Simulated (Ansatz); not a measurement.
Relaxation of H2LiSeSi (5 atoms, charge 0, multiplicity 2), to a largest force component of 0.015 eV/Å in at most 40 steps.

Level of theory: Ansatz, UKS PBE-D4/def2-SVP.

```xyz
5
Properties=species:S:1:pos:R:3:forces:R:3
Li -0.771 -1.452 2.576 0.06 0.18 -0.29
Se 0.570 -0.834 0.856 0.11 -0.27 0.32
Si 0.490 0.461 -0.970 -1.11 -0.08 0.81
H 0.685 -0.357 -2.167 0.25 -0.44 -0.78
H 1.492 1.521 -0.870 0.70 0.61 -0.06
```

**Question.** Where does it end, and by what steps?

**Answer.** The run converged. After 11 steps the energy has fallen by 0.561 eV; Li1 moved furthest, 1.28 Å. Joined: Li1–Si3.

```csv
step,energy less start (eV),largest force component (eV/Å),accepted
0,0.0000,1.111,yes
1,-0.1146,0.350,yes
2,-0.2021,0.155,yes
3,-0.2772,0.212,yes
4,-0.3495,0.203,yes
5,-0.4256,0.229,yes
6,-0.5058,0.181,yes
7,-0.5566,0.131,yes
8,-0.5592,0.052,yes
9,-0.5607,0.016,yes
10,-0.5607,0.015,yes
11,-0.5608,0.002,yes
```

```xyz
5
Properties=species:S:1:pos:R:3
Li -0.838 -0.708 1.542
Se 1.361 -1.257 0.979
Si 0.515 0.148 -0.534
H 0.307 -0.374 -1.938
H 1.119 1.531 -0.624
```

Run time: 51 s on 1 thread of Arm Neoverse V1 (shared host), peak memory 0.25 GiB.
